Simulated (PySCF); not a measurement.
Co⁺ (cobalt, charge +1) across methods

[Ar] 3d7 4p1, one real determinant (an excited configuration). Computed with PySCF 2.14 in aug-cc-pwCVTZ-DK, with scalar relativity by spin-free X2C-1e.

```
   method  E (hartree)  mean ε 3d α (eV)  mean ε 3d β (eV)  mean ε 4p α (eV)  Σ⟨r²⟩ (bohr²)   ⟨S²⟩
      UHF  -1391.45162           -29.439           -25.780           -10.817          29.36  6.004
      LDA    -1390.077           -19.829           -17.111            -8.991          28.28  6.001
      PBE    -1392.515           -19.542           -17.098            -8.940          28.48  6.001
    TPSSh    -1392.771           -20.474           -18.250            -9.122          28.47  6.002
     PBE0    -1392.532           -22.163           -19.456            -9.522          28.52  6.002
BHandHLYP    -1392.732           -24.721           -21.902            -9.925          28.66  6.003
  wB97M-V    -1392.639           -24.630           -22.126           -11.091          28.75  6.002
```

(1) Estimate the same row for r2SCAN.

⟨L²⟩ = 13.98 against 20 for a pure G term, so this real determinant mixes terms.

Results:

(1) E (hartree) = -1392.728; mean ε 3d α (eV) = -19.908; mean ε 3d β (eV) = -17.374; mean ε 4p α (eV) = -9.060; Σ⟨r²⟩ (bohr²) = 28.25; ⟨S²⟩ = 6.003.
